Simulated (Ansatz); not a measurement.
Isolated molecules relaxed with PBE0-D4/def2-TZVP in Ansatz; ΔE leaves out vibrations. CBS: MP2 limit from def2 TZ/QZ plus the TZ coupled-cluster correction, frozen cores. This one scheme is used for every species. Functionals use def2-TZVPP. B3LYP here is the variant with VWN-RPA as its local correlation; programs differ in this. Elements past krypton have def2 core potentials. For In outer-core shells are correlated without core-valence functions, which leaves a few kJ/mol of doubt a bond. Each species was taken in one conformer, which may not be the lowest.

H₂O + `[F][In]([F])[F]` → `[OH2+][In-]([F])([F])[F]`  (adduct formation)

H₂O:

```xyz
3

O    -0.134    0.354    0.091
H     0.659    0.139   -0.405
H    -0.525   -0.493    0.314
```

`[F][In]([F])[F]`:

Z-matrix (Å, degrees):
```
In
F 1 1.918
F 1 1.918 2 120.0
F 1 1.918 2 120.0 3 180.0
```

`[OH2+][In-]([F])([F])[F]`:

Z-matrix (Å, degrees):
```
In
F 1 1.945
F 1 1.927 2 119.7
O 1 2.260 2 87.4 3 113.0
F 1 1.944 2 117.9 3 -161.1
H 4 0.966 1 107.3 2 1.6
H 4 0.966 1 107.5 2 116.7
```

| level | ΔE (kJ/mol) | difference from CCSD(T)/CBS |
| --- | --- | --- |
| LDA (SPW92) | -123.2 | -14.7 |
| r2SCAN-D4 | -108.8 | -0.3 |
| B97M-V | -104.9 | 3.6 |
| PBE0-D4 | -103.1 | 5.4 |
| B3LYP-D4 | -99.7 | 8.8 |
| r2SCANh-D4 | -110.3 | -1.8 |
| ωB97X-V | -106.8 | 1.7 |
| B2PLYP | -99.3 | 9.2 |
| PBE | -91.7 | 16.8 |
| BLYP | -82.1 | 26.4 |
| PBE0 | -99.4 | 9.1 |
| BHLYP | -104.7 | 3.8 |
| MP2/def2-SVP | -128.6 | -20.1 |
| CCSD/def2-SVP | -126.9 | -18.4 |
| HF/def2-QZVPP | -96.9 | 11.6 |
| MP2/def2-QZVPP | -107.6 | 0.9 |
| CCSD(T)/CBS | -108.5 | 0 |

Largest T1 diagnostic among the species: 0.018.

From PBE to PBE0 (25 % exact exchange), in def2-TZVPP and without D4, ΔE moves by −7.7 kJ/mol. The D4 term adds −6.9 kJ/mol with B3LYP and −3.7 kJ/mol with PBE0; it sums over pairs of atoms, weighted by their polarisabilities, and B3LYP, whose exchange is more repulsive, gets the larger term. At CCSD(T), def2-SVP lies −18.4 kJ/mol from the extrapolated value and def2-TZVPP +3.4 kJ/mol.
